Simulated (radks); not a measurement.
Values are calculated unless marked as measured or tabulated.
Isoelectronic series with 19 electrons, all held in the configuration [Ar] 3d1, which need not be the ground one along the series. Level of theory: scalar-relativistic Kohn-Sham, r2SCAN, spin-polarised, spherical densities, finite nucleus; open shells are filled with parallel spins first (spin-orbit coupling, left out, can overturn this in heavy ions); meta-GGA in the generalised Kohn-Sham scheme; Fermi nuclear charge, rms radius of each element as measured or else 0.836 A^(1/3) + 0.57 fm (a radial shooting solver on a logarithmic mesh with Libxc functionals). Total energies (hartree) and mean radii <r> (bohr) (* marks an orbital that is empty in some or all of the ions):

ion    E (hartree)  4s down*  4s up*  3d down*   3d up  3p down   3p up
In30+  -5247.74567    0.6207  0.6205    0.2790  0.2785   0.3123  0.3118
Sn31+  -5488.14826    0.6037  0.6036    0.2715  0.2710   0.3043  0.3038
Sb32+  -5734.40810    0.5876  0.5875    0.2645  0.2640   0.2967  0.2962
Te33+  -5986.56348    0.5723  0.5722    0.2578  0.2573   0.2894  0.2890
I34+   -6244.66423    0.5577  0.5576    0.2514  0.2510   0.2825  0.2821
Xe35+  -6508.74790    0.5438  0.5437    0.2454  0.2450   0.2759  0.2755
Cs36+   -6778.8645    0.5305  0.5305    0.2396  0.2392   0.2695  0.2691
Ba37+   -7055.0577    0.5179  0.5178    0.2341  0.2337   0.2635  0.2631
La38+   -7337.3803    0.5058  0.5057    0.2288  0.2284   0.2577  0.2573
Ce39+   -7625.8800    0.4942  0.4941    0.2238  0.2234   0.2521  0.2518
Pr40+   -7920.6110    0.4830  0.4830    0.2189  0.2186   0.2467  0.2464
